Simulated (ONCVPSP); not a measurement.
Pseudopotential generation for molybdenum: ONCV, PBE, scalar-relativistic.

| Item | Value |
| --- | --- |
| Element | molybdenum (Mo) |
| Generator | ONCVPSP 4.0.1 |
| Type | optimised norm-conserving Vanderbilt (ONCV) |
| Functional | PBE |
| Relativity | scalar-relativistic |
| Frozen core | [Ar] 3d10 |
| Valence charge | 14 |
| Reference configuration | 4s2 4p6 4d5 5s1 |
| Partial waves | 4s+5s: rc 2.20 bohr, ncon 4, nbas 9, qcut 6.2 1/bohr, 2 projectors; 4p: rc 1.80 bohr, ncon 3, nbas 8, qcut 7.8 1/bohr, 2 projectors, debl 3.9 Ha; 4d: rc 2.45 bohr, ncon 4, nbas 9, qcut 6.4 1/bohr, 3 projectors, debl 3.8 Ha |
| Local potential | polynomial inside 1.50 bohr (lpopt 5, dvloc0 2 Ha) |
| Core correction | none |

All-electron outer shells of the reference configuration (PBE, scalar-relativistic, ld1.x):

```
shell  level (eV)  outermost node (bohr)  outermost maximum (bohr)
   3d     -220.98                      –                      0.32
   4s      -64.35                   0.51                      0.99
   4p      -38.49                   0.52                      1.08
   5s       -4.09                   1.34                      2.93
   4d       -3.75                   0.53                      1.38
```

Problem. Does the generator finish with these settings?

Solution. Yes, a potential is produced and its reference levels are reproduced.

Problem. Estimate the cutoffs (Ha) at which the residual kinetic energy of the hardest occupied pseudo-wave falls to 1 and 0.1 mHa per electron.

Solution. 14 Ha and 17 Ha.

Problem. What does a ghost test show?

Solution. No bound ghost flagged; no localised positive-energy state flagged.

Problem. Tests: 4s2 4p6 4d5 5s0; 4s2 4p6 4d4 5s0; 4s2 4p6 4d3 5s0; 4s2 4p5 4d5 5s1. Which has the largest error in its energy relative to the reference configuration, and how large is it?

Solution. 4s2 4p5 4d5 5s1, with -101 meV (all-electron minus pseudo) on +43.97 eV.
